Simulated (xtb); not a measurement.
Harmonic IR lines of one isomer of C2H10Si2, unscaled. Level of theory: GFN2-xTB in xtb 6.7.1.

| wavenumber (cm⁻¹) | relative intensity |
|---|---|
| 426 | 8.3 |
| 609 | 29 |
| 622 | 7.4 |
| 696 | 3.2 |
| 783 | 100 |
| 818 | 11 |
| 829 | 57 |
| 849 | 7.1 |
| 2119 | 40 |
| 2215 | 60 |
| 2225 | 81 |
| 3026 | 12 |
| 3034 | 8.3 |
| 3039 | 3.3 |

### Question
Name which structure gives these lines.
(A) `CC[SiH2][SiH3]`
(B) `C[SiH](C)[SiH3]`
(C) `[SiH3]CC[SiH3]`
(D) `C[SiH2][SiH2]C`

### Answer
B, `C[SiH](C)[SiH3]`
